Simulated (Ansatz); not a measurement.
`B1CN[SiH2]1`. Charge 0, multiplicity 1.

Z-matrix (Å, degrees):
```
C
N 1 1.467
B 1 1.579 2 98.4
H 1 1.103 2 114.4 3 118.9
H 1 1.103 2 114.4 3 -118.8
Si 2 1.727 1 100.6 3 0.1
H 2 1.005 1 121.8 3 179.9
H 3 1.191 1 128.7 2 180.0
H 6 1.496 2 116.3 1 117.4
H 6 1.496 2 116.3 1 -117.6
```

Problem. What are the harmonic wavenumbers in cm⁻¹ at PBE0-D4/def2-TZVP (Ansatz, finite differences of forces, unscaled)? (Best estimate.)

Solution. Ansatz gave: 67, 328, 418, 506, 592, 639, 657, 777, 818, 849, 883, 981, 1017, 1048, 1163, 1205, 1340, 1449, 2158, 2170, 2677, 2957, 2977, 3660.

Problem. Is this a minimum?

Solution. Yes, all 24 modes are real.

Problem. Give the ideal-gas thermochemistry at 298.15 K and 1 bar (rigid rotor, harmonic oscillator; point group Cs, symmetry number 1).

Solution. Zero-point energy 187.4 kJ/mol; H(298) − E = 204.1 kJ/mol; entropy 304.0 J/(mol·K), of which translation 162.0, rotation 102.7, vibration 39.3; G(298) − E = 113.5 kJ/mol. Modes under 100 cm⁻¹ are hindered rotations or soft bends, so the harmonic entropy is rough.
